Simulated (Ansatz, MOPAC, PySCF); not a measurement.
Lewis adduct: GaH2I (SMILES [GaH2][I]) (first 4 atoms) with H2O (SMILES O); geometry from B3LYP-D3(BJ)/def2-TZVP, rigid monomers moved along the line of their centres of mass till Ga1···O5 is 2.94 Å.
(charge 0, multiplicity 1):
```csv
atom,x (Å),y (Å),z (Å)
Ga,-0.0273,-1.2065,1.5089
I,-0.1618,1.0681,0.2849
H,1.3965,-1.8371,1.4839
H,-1.4106,-1.9196,1.6619
O,0.0235,-0.3406,4.3152
H,0.1880,0.5882,4.0833
H,-0.8479,-0.3666,4.7328
```

Monomers are frozen at their geometry in the pair; levels with a basis set take the counterpoise correction.

The state that PM6, PM7 reach isn't checked; PM7 holds dispersion and hydrogen-bond terms.

Run with Ansatz (Gaussian basis) for Hartree–Fock, density functionals and correlated methods; MOPAC for PM6, PM7 (differences of heats of formation); PySCF for the dispersion terms.  In def2 rows elements past Kr take small-core potentials, without spin–orbit coupling.

Task: One of these levels gives -4.17 kcal/mol for the interaction energy. Which?
(A) PBE-D4/def2-TZVPPD
(B) B3LYP/def2-TZVPPD
(C) PM7
(D) PM6

Result: D, PM6. The others give -4.54 (PM7), -9.27 (PBE-D4/def2-TZVPPD), -7.47 (B3LYP/def2-TZVPPD)

Ansatz is a quantum-chemistry and plane-wave program.
